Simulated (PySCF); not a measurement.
Polarisability and C₆ of Fe⁺ (iron, charge +1)

[Ar] 3d7, high-spin 4F determinant (an excited configuration). All numbers are calculated (PySCF 2.14, the spin-free X2C one-electron Hamiltonian (Gaussian nucleus), in aug-cc-pwCVTZ-DK (10s9p7d4f3g, 127 functions)). Coupled (time-dependent) response in atomic units; α is the mean over directions.

```
method  mean α (bohr³)  C₆ (like pair)  S(−4)
   UHF           7.519           25.74  57.57
   PBE           11.39           39.94  183.4
```

S(−4) is the Cauchy moment in α(ω) = α(0) + S(−4) ω² + …

α(iu) at PBE:

```json
{"u (hartree)": "0", "α(iu) (bohr³)": "11.39"}
{"u (hartree)": "0.0500", "α(iu) (bohr³)": "10.96"}
{"u (hartree)": "0.100", "α(iu) (bohr³)": "9.938"}
{"u (hartree)": "0.200", "α(iu) (bohr³)": "7.748"}
{"u (hartree)": "0.300", "α(iu) (bohr³)": "6.214"}
{"u (hartree)": "0.500", "α(iu) (bohr³)": "4.525"}
{"u (hartree)": "0.750", "α(iu) (bohr³)": "3.409"}
{"u (hartree)": "1.00", "α(iu) (bohr³)": "2.693"}
{"u (hartree)": "1.50", "α(iu) (bohr³)": "1.811"}
{"u (hartree)": "2.00", "α(iu) (bohr³)": "1.307"}
{"u (hartree)": "3.00", "α(iu) (bohr³)": "0.7831"}
{"u (hartree)": "5.00", "α(iu) (bohr³)": "0.3784"}
```

A single London oscillator, α(iu) = α/(1 + u²/ω²), gives C₆ = (3/4) ω α². Matching the computed C₆ needs ω = 4 × 39.94 / (3 × 11.39²) = 0.410 hartree.

For an ion, C₆ is the dispersion term alone; charge-induced terms of lower order in 1/R come first.
